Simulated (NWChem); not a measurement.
## Correlation energy of CF

```xyz
2

C      0.0000     0.0000     0.7631
F      0.0000     0.0000    -0.5087
```
Charge 0, spin multiplicity 2.

Program: NWChem. Structure: optimised with UB3LYP/def2-SVP, a minimum by its harmonic frequencies.

Basis set: cc-pVDZ. Each correlation energy counts from its own Hartree-Fock reference.

The correlated methods keep 2 core orbitals frozen. This spin state was chosen for the runs; another may lie lower. The structure started from a generated list of species. The unpaired electrons of the parent sit in orbitals of symmetry b2 (C2v labels of the run); other states weren't searched. No SCF solution was tested for a lower state. Open-shell Hartree-Fock references start from PBE0 orbitals. Coupled-cluster values serve here as a point of comparison, not as the truth.

**Question.** Order these methods by the correlation energy they give, lowest first: CCSD on UHF, CCSD on ROHF, CCSDT on ROHF, CCSD[T] on ROHF.

**Answer.** CCSD[T] on ROHF (-301.1 mHa), CCSDT on ROHF (-300.1 mHa), CCSD on ROHF (-292.3 mHa), CCSD on UHF (-287.7 mHa)
